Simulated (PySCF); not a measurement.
(H3Sn)2S.
Geometry (PBE0-D3(BJ)/def2-SVP, Å), atoms numbered from 1 in this order:
```
atom  x, y, z in Å
Sn1   -1.0170   -1.3331    0.7745
H2    -0.7315   -0.6212    2.3067
H3    -1.3204   -3.0098    0.9104
H4    -2.3076   -0.5293   -0.0186
S5     0.9882   -1.1567   -0.5786
Sn6    1.1024    1.2527   -0.8171
H7     2.7079    1.5889   -1.2953
H8    -0.0216    1.7673   -2.0035
H9     0.7323    1.9717    0.6958
```

Method used: PBE0-D3(BJ)/def2-SVP geometry optimisation, gas phase, def2 core potentials past Kr (PySCF).

Take the most abundant isotopes and a rigid rotor. 

Task: What are A, B and C (MHz)?

Result: Ia = 83.74, Ib = 863.98, Ic = 931.79 u·Å²; 505379 MHz·u·Å²/I gives A = 6035, B = 584.9, C = 542.4 MHz.

Task: What kind of rotor is it?

Result: A near-prolate asymmetric top: κ = (2 × 584.9 − 6035 − 542.4)/(6035 − 542.4) = -0.98.

Task: What does the inertial defect say?

Result: Not planar: Δ = Ic − Ia − Ib = -15.92 u·Å². For a rigid frame Δ = −2 Σ m c², so Σ m c² = 7.96 u·Å² lies off the ab plane, practically all of it from hydrogen. The atom farthest from that plane is 1.58 Å away.

Task: Where do the levels up to J = 5 lie, in MHz?

Result: Above 0(0,0):
J = 1: 1(0,1) 1127, 1(1,1) 6578, 1(1,0) 6620
J = 2: 2(0,2) 3382, 2(1,2) 8790, 2(1,1) 8917, 2(2,1) 25268, 2(2,0) 25269
J = 3: 3(0,3) 6763, 3(1,3) 12108, 3(1,2) 12363, 3(2,2) 28650, 3(2,1) 28652, 3(3,1) 56008, 3(3,0) 56008
J = 4: 4(0,4) 11269, 4(1,4) 16531, 4(1,3) 16957, 4(2,3) 33159, 4(2,2) 33163, 4(3,2) 60518, 4(3,1) 60518, 4(4,1) 98819, 4(4,0) 98819
J = 5: 5(0,5) 16901, 5(1,5) 22060, 5(1,4) 22699, 5(2,4) 38795, 5(2,3) 38804, 5(3,3) 66156, 5(3,2) 66156, 5(4,2) 104456, 5(4,1) 104456, 5(5,1) 153700, 5(5,0) 153700

Task: Which types of transition are allowed, and where do some lines up to J = 3 fall?

Result: The dipole components are |μa| = 0.01 D, |μb| = 1.69 D, |μc| = 0.01 D. Intensities carry the squares of the components, which stand as 0.00 : 1.00 : 0.00 (a : b : c). Some lines, for components of 0.1 D or more:

| type | branch | J(Ka,Kc) | MHz | lower level (cm⁻¹) |
| --- | --- | --- | --- | --- |
| b | Q | 1(1,0) ← 1(0,1) | 5493 | 0.038 |
| b | Q | 2(1,1) ← 2(0,2) | 5536 | 0.113 |
| b | Q | 3(1,2) ← 3(0,3) | 5600 | 0.226 |
| b | R | 1(1,1) ← 0(0,0) | 6578 | 0.000 |
| b | R | 2(1,2) ← 1(0,1) | 7662 | 0.038 |
| b | R | 3(1,3) ← 2(0,2) | 8726 | 0.113 |
| b | Q | 3(2,1) ← 3(1,2) | 16288 | 0.412 |
| b | Q | 2(2,0) ← 2(1,1) | 16351 | 0.297 |
| b | Q | 2(2,1) ← 2(1,2) | 16479 | 0.293 |
| b | Q | 3(2,2) ← 3(1,3) | 16543 | 0.404 |
| b | R | 2(2,1) ← 1(1,0) | 18648 | 0.221 |
| b | R | 2(2,0) ← 1(1,1) | 18691 | 0.219 |
| b | R | 3(2,2) ← 2(1,1) | 19733 | 0.297 |
| b | R | 3(2,1) ← 2(1,2) | 19862 | 0.293 |
| b | Q | 3(3,0) ← 3(2,1) | 27357 | 0.956 |
| b | Q | 3(3,1) ← 3(2,2) | 27358 | 0.956 |
| b | R | 3(3,1) ← 2(2,0) | 30740 | 0.843 |
| b | R | 3(3,0) ← 2(2,1) | 30740 | 0.843 |

Whether it is a minimum is left open (no frequencies). Zero-point vibration and centrifugal distortion are left out. A rigid rotor knows nothing of internal rotation, which can split or shift real lines.
